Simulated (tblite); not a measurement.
C4H10Si2.
Bonds: Si1–C2, C2–C3, C3–C4 (triple), C4–C5, C5–Si6. Hydrogens: H7, H8, H9 on Si1; H10, H11 on C2; H12, H13 on C5; H14, H15, H16 on Si6.

Structure optimised with GFN2-xTB, isolated species.

Task: What internal coordinates does the optimisation give?

Result: 
```csv
bond,length (Å),order
"Si1–C2, C5–Si6",1.910,single
"C2–C3, C4–C5",1.445,single
C3≡C4,1.200,triple
Si1–H7 and 5 like bonds,1.464,single
C2–H10 and 3 like bonds,1.093,single
```

Bonds in one row agree within 0.01 Å and their mean is given. Orders are formal, as drawn. A selection of angles:
```csv
angle,degrees
C2–Si1–H7,109.3
C2–Si1–H8,108.0
H7–Si1–H8,110.1
Si1–C2–C3,111.1
Si1–C2–H10,110.1
C3–C2–H10,109.1
H10–C2–H11,107.2
C2–C3–C4,179.2
```

The C–C distances run from 1.200 Å (C3≡C4, drawn triple) to 1.445 Å (C2–C3, drawn single), a spread of 0.245 Å. Si1 (SiH3 silicon) is tetrahedral (angles from 108.0° to 110.1°).

Point group: near C2v, missed by 0.18 Å at most; the miss may be what the optimiser left on a soft mode (C2 holds within 0.08 Å). Its lowest GFN2-xTB frequency is 8i cm⁻¹, too small to tell a flat minimum from a shallow saddle.

All values are computed, not measured.
